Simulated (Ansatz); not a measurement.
Born–Oppenheimer molecular dynamics of CH7B2ClSi (12 atoms, charge 0, multiplicity 1). It starts at the highest image of a converged band. Of that band: The profile has 2 maxima (images 4, 7) with wells between them (image 6): this band takes more than one step, which may be the mechanism or a detour left from its start path. A vibrational analysis at the climbing image gives one clearly imaginary mode, 135i cm⁻¹: a first-order saddle point.

Method: RKS revPBE/def2-SVP (Ansatz 0.2.0).

- ensemble: NVE (velocity Verlet)
- time step: 0.5 fs
- steps asked: 200
- starting velocities drawn for: 300 K
- seed: 3145

First frame:

```xyz
12
Properties=species:S:1:pos:R:3
C -1.082 -0.623 1.434
B -0.541 -0.530 -0.038
Si 1.317 0.769 -0.376
B -0.142 -0.517 -1.489
Cl 0.135 -0.529 -3.219
H -1.279 0.358 1.911
H -0.359 -1.171 2.072
H -2.028 -1.204 1.437
H 1.215 2.160 -0.950
H 2.563 0.106 -0.898
H 1.487 0.900 1.117
H -1.209 0.226 -0.967
```

**Question.** How far do the bonds stretch over the last three quarters of this one trajectory? (Pairs bonded in most of those frames.)

**Answer.** 
```tsv
bond	mean (Å)	spread (Å)	shortest	longest
C1–B2	1.591	0.007	1.58	1.61
C1–H6	1.110	0.004	1.10	1.12
C1–H7	1.115	0.031	1.07	1.16
C1–H8	1.112	0.016	1.08	1.14
B2–Si3	2.116	0.070	2.00	2.20
B2–B4	1.533	0.012	1.51	1.56
B2–H12	1.366	0.037	1.33	1.45
Si3–H9	1.514	0.033	1.47	1.56
Si3–H10	1.511	0.039	1.45	1.57
Si3–H11	1.511	0.011	1.49	1.53
B4–Cl5	1.731	0.013	1.71	1.76
```

Mean temperature of the second half: 235 K. The conserved energy stayed within 0.13 meV per atom of its start (net change 0.064 meV per atom), so the integration is sound. A run of 0.1 ps of so small a system gives no equilibrium averages. The orbitals stay closed-shell, which can raise the energy where a bond breaks towards radicals; this wasn't checked here.

The run took 4.5 min on 2 threads of Intel(R) Xeon(R) 6975P-C (Granite Rapids), on a shared host, peak memory 0.16 GiB.
